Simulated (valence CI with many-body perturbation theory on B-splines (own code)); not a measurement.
Results of a calculation; reference values are marked as such.
**Energy levels of Xe39+**

Level of theory: configuration interaction combined with many-body perturbation theory (CI+MBPT): five valence electrons over a frozen Dirac-Fock core [Ne], radial functions for each j: 11 s, 11 p, 10 d, 8 f, 5 g, 2 h, with the one-electron correlation potential Σ1, the two-electron term Σ2, the three-electron term Σ3, Breit, model QED; selected CI, second order for the rest, scaled by the run's own slope (own B-spline code, finite nucleus).

No measured spectrum was set against this ion. As an estimate, large intervals hold to a few tenths of a per cent, small ones and those within an open d or f shell to about a per cent. Among the levels kept, up to 4700 cm⁻¹ of a level comes from second order outside the variational space, and about a tenth of that is noise between levels of different J, which matters for small intervals.

Levels 46 to 90 of 166, with energies above the lowest level, (3s^2 3p1/2^2 3p3/2) J=3/2. "Leading %" is the weight of the configuration and term that name the level; weights of strongly mixed levels are sums over their largest components and can fall short, so below about 35 % the name and the second component can differ from the true leading terms, or belong to a minority configuration. In the jj column 3d3/2^4 stands for four electrons in 3d with j = 3/2.

```tsv
No.	Configuration	Term	J	E (eV)	Leading %	Second component	g	Leading jj
46	3s3p³3d	⁴G°	5/2	354.57	32	16 % 3s3p³3d ²F°	0.860	3s 3p1/2^2 3p3/2 3d3/2 (81 %)
47	3s²3p²3d	²D	3/2	355.99	47	36 % 3s²3p²3d ²P	1.117	3s^2 3p3/2^2 3d5/2 (84 %)
48	3s3p³3d	⁴D°	1/2	357.25	49	17 % 3s3p³3d ²P°	0.581	3s 3p1/2^2 3p3/2 3d3/2 (82 %)
49	3s3p³3d	²P°	3/2	358.59	27	19 % 3p⁵ ²P°	1.226	3s 3p1/2^2 3p3/2 3d5/2 (56 %)
50	3s²3p²3d	²D	5/2	359.86	53	19 % 3s²3p²3d ²F	1.136	3s^2 3p3/2^2 3d5/2 (85 %)
51	3s3p³3d	²F°	7/2	363.49	32	17 % 3s3p³3d ⁴D°	1.225	3s 3p1/2^2 3p3/2 3d5/2 (64 %)
52	3s3p³3d	⁴G°	7/2	373.46	22	18 % 3s3p³3d ²F°	1.146	3s 3p1/2^2 3p3/2 3d5/2 (83 %)
53	3s3p³3d	⁴D°	1/2	376.90	54	28 % 3s3p³3d ²P°	0.453	3s 3p1/2^2 3p3/2 3d5/2 (80 %)
54	3s3p⁴	²P	1/2	377.76	30	30 % 3s3p⁴ ²S	1.663	3s 3p3/2^4 (75 %)
55	3s3p³3d	⁴F°	5/2	380.78	25	12 % 3s3p³3d ²F°	1.034	3s 3p1/2^2 3p3/2 3d5/2 (66 %)
56	3s²3p3d²	⁴G°	5/2	382.42	48	26 % 3s²3p3d² ²F°	0.796	3s^2 3p1/2 3d3/2^2 (78 %)
57	3s3p³3d	⁴D°	3/2	382.82	30	15 % 3s3p³3d ⁴P°	1.394	3s 3p1/2^2 3p3/2 3d5/2 (77 %)
58	3s3p³3d	⁴D°	3/2	386.99	39	18 % 3s3p³3d ⁶D°	1.208	3s 3p1/2 3p3/2^2 3d3/2 (72 %)
59	3s3p³3d	⁶D°	1/2	389.35	31	17 % 3s3p³3d ⁴D°	1.963	3s 3p1/2 3p3/2^2 3d3/2 (66 %)
60	3s3p³3d	⁶D°	5/2	390.59	21	16 % 3s3p³3d ⁴F°	1.233	3s 3p1/2 3p3/2^2 3d3/2 (62 %)
61	3s3p³3d	⁴F°	7/2	393.30	30	22 % 3s²3p3d² ⁴G°	1.180	3s 3p1/2 3p3/2^2 3d3/2 (44 %)
62	3p⁵	²P°	3/2	399.92	34	15 % 3s3p³3d ²D°	1.190	3p1/2^2 3p3/2^3 (34 %)
63	3s3p³3d	⁴G°	9/2	402.03	21	17 % 3s3p³3d ⁴F°	1.183	3s 3p1/2 3p3/2^2 3d3/2 (41 %)
64	3s3p³3d	⁴D°	7/2	404.45	28	24 % 3s3p³3d ⁶D°	1.352	3s 3p1/2 3p3/2^2 3d5/2 (60 %)
65	3s²3p3d²	⁴D°	1/2	404.78	30	13 % 3s3p³3d ⁴D°	0.711	3s^2 3p1/2 3d3/2^2 (56 %)
66	3s²3p3d²	⁴F°	3/2	410.21	29	28 % 3s²3p3d² ²D°	0.748	3s^2 3p1/2 3d3/2^2 (69 %)
67	3s²3p3d²	⁴G°	5/2	411.24	16	14 % 3s3p³3d ⁴F°	1.076	3s^2 3p1/2 3d3/2 3d5/2 (59 %)
68	3s²3p3d²	⁴G°	7/2	412.65	34	16 % 3s3p³3d ⁴D°	1.122	3s^2 3p1/2 3d3/2 3d5/2 (42 %)
69	3s3p³3d	⁶D°	9/2	413.68	30	27 % 3s3p³3d ⁴G°	1.289	3s 3p1/2 3p3/2^2 3d5/2 (83 %)
70	3s²3p3d²	⁴D°	3/2	416.53	14	14 % 3s3p³3d ⁴D°	1.033	3s^2 3p1/2 3d3/2 3d5/2 (28 %)
71	3s3p³3d	⁴P°	5/2	417.95	43	9 % 3s3p³3d ⁴D°	1.391	3s 3p1/2 3p3/2^2 3d3/2 (52 %)
72	3s3p³3d	⁴S°	3/2	419.07	21	14 % 3s3p³3d ⁴P°	1.526	3s 3p1/2 3p3/2^2 3d3/2 (54 %)
73	3s²3p3d²	⁴D°	1/2	419.94	31	20 % 3s3p³3d ⁴D°	0.729	3s^2 3p1/2 3d3/2 3d5/2 (48 %)
74	3s3p³3d	⁴F°	9/2	419.98	49	17 % 3s²3p3d² ²H°	1.193	3s 3p1/2 3p3/2^2 3d5/2 (63 %)
75	3s3p³3d	²P°	1/2	420.87	40	18 % 3s3p³3d ⁴D°	0.883	3s 3p1/2 3p3/2^2 3d5/2 (62 %)
76	3s3p³3d	⁴D°	7/2	421.38	27	19 % 3s3p³3d ⁴F°	1.237	3s 3p1/2 3p3/2^2 3d3/2 (52 %)
77	3s3p³3d	²G°	9/2	423.72	29	23 % 3s3p³3d ⁴G°	1.116	3s 3p1/2 3p3/2^2 3d3/2 (53 %)
78	3s3p³3d	⁴F°	3/2	425.93	29	17 % 3s3p³3d ²D°	0.966	3s 3p1/2 3p3/2^2 3d3/2 (66 %)
79	3s3p³3d	⁴G°	11/2	427.29	96		1.267	3s 3p1/2 3p3/2^2 3d5/2 (96 %)
80	3s²3p3d²	⁴D°	5/2	427.78	13	9 % 3s²3p3d² ²F°	1.152	3s^2 3p1/2 3d5/2^2 (27 %)
81	3s3p³3d	²G°	7/2	429.48	36	20 % 3s3p³3d ⁴G°	1.007	3s 3p1/2 3p3/2^2 3d3/2 (54 %)
82	3s3p³3d	⁴P°	1/2	429.86	21	17 % 3s3p³3d ⁴D°	1.359	3s 3p1/2 3p3/2^2 3d3/2 (55 %)
83	3s3p³3d	⁴D°	3/2	430.77	18	14 % 3s²3p3d² ²D°	1.238	3s^2 3p1/2 3d5/2^2 (40 %)
84	3s3p³3d	⁴G°	5/2	433.30	22	20 % 3s3p³3d ²D°	1.078	3s 3p1/2 3p3/2^2 3d3/2 (57 %)
85	3s3p³3d	²S°	1/2	434.38	50	26 % 3s3p³3d ⁴P°	2.077	3s 3p1/2 3p3/2^2 3d5/2 (78 %)
86	3s3p³3d	⁴F°	3/2	434.54	38	13 % 3s3p³3d ²D°	0.872	3s 3p1/2 3p3/2^2 3d3/2 (77 %)
87	3s²3p3d²	²F°	5/2	435.58	18	17 % 3s²3p3d² ⁴F°	1.122	3s^2 3p1/2 3d3/2 3d5/2 (32 %)
88	3s3p³3d	²F°	7/2	439.39	27	13 % 3s²3p3d² ²F°	1.167	3s 3p1/2 3p3/2^2 3d5/2 (42 %)
89	3s3p³3d	⁴D°	5/2	441.15	26	16 % 3s3p³3d ⁴P°	1.289	3s 3p1/2 3p3/2^2 3d5/2 (70 %)
90	3s3p³3d	⁴P°	3/2	441.19	21	17 % 3s²3p3d² ⁴D°	1.354	3s^2 3p1/2 3d3/2 3d5/2 (41 %)
```

Where two levels of one J and parity lie close, their mixing, g and order are uncertain.
